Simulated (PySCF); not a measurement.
# Electronic absorption of C6H9N

C6H9N.
SMILES: `CC#CC1CNC1`

The calculation used TDDFT CAM-B3LYP/def2-SVPD, vertical, gas phase, core orbitals frozen in the response in PySCF. Geometry: GFN2-xTB, one conformer, isolated molecule.

Problem. Predict the UV-vis stick spectrum at this level.

Solution. 

```csv
state,E (eV),λ (nm),ν̃ (cm⁻¹),f,"main configurations (H = HOMO, L = LUMO)"
S1,6.08,204.0,49020,0.0003,"H→L+1 (63%), H→L (23%)"
S2,6.48,191.5,52230,0.0000,"H→L+2 (28%), H-2→L+2 (26%), H-2→L+5 (22%)"
S3,6.70,185.1,54040,0.012,"H→L (38%), H-2→L (25%), H→L+3 (17%)"
S4,6.75,183.7,54440,0.0002,"H-1→L+4 (35%), H→L+2 (18%), H-1→L+1 (16%)"
S5,6.76,183.5,54490,0.0029,"H-1→L+2 (27%), H-1→L+5 (16%), H→L+3 (13%)"
S6,6.83,181.5,55090,0.018,H-1→L (90%)
S7,6.98,177.7,56260,0.0008,"H→L+2 (46%), H-2→L+2 (27%), H-2→L+5 (8%)"
```

Triplets (Tamm–Dancoff): T1 5.47 eV, H-1→L+2 (27%), H-1→L+5 (25%), H-2→L+4 (12%); T2 5.80 eV, H→L+1 (60%), H→L (16%), H→L+3 (9%); T3 5.94 eV, H-2→L+2 (22%), H-2→L+5 (21%), H-1→L+4 (15%).

The lowest singlet lies at 6.08 eV (204 nm, ultraviolet) and is dark (f under 0.0005); its leading configuration is HOMO→LUMO+1 (63%). The strongest level in the table is S6 at 6.83 eV (182 nm, f = 0.018). S4/S5 lie within about 0.01 eV of each other. Löwdin shares by element: HOMO nitrogen 55%, carbon 19% or more, hydrogen 4% or more (atoms not listed hold the other 22%); LUMO carbon 53% or more, hydrogen 7% or more (atoms not listed hold the other 41%). The listed states span 0.90 eV, and the widest gap between neighbours is 0.40 eV (S1 to S2). Weighted by f, the mean energy of these states is 6.77 eV. Of the 7 states listed, 2 reach f = 0.01 and 3 stay under 0.0005. Orbitals of the list HOMO-3 to LUMO+2 that lie within 0.01 eV of each other are written together with a slash and their weights summed (≥ marks a lower bound); for degenerate orbitals outside that list single weights are arbitrary. The window holds the lowest 8 singlets. The highest level found (6.99 eV, f 0.012 so far) is left out, since the window may have cut off a degenerate partner.
